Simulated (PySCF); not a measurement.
Correlation energy of Be (beryllium, neutral)

[He] 2p2, high-spin 3P determinant (an excited configuration). Computed with PySCF 2.14 in aug-cc-pVTZ with one added diffuse shell each of s, p, d, f type (6s5p4d3f, 62 functions), with the non-relativistic Hamiltonian (point nucleus). Frozen: 1s2; 2 electrons correlated.

With two correlated electrons CCSD is exact within the correlated space (frozen core and kept virtual orbitals).

```tsv
level	correlation energy (mhartree)
CCSD	-9.15
```

Diagnostics: T1 = 0.0031, D1 = 0.0043, largest double amplitude 0.058.

Q: Is a single reference adequate?

A: Yes: T1 lies below 0.03 and no double amplitude reaches 0.07.
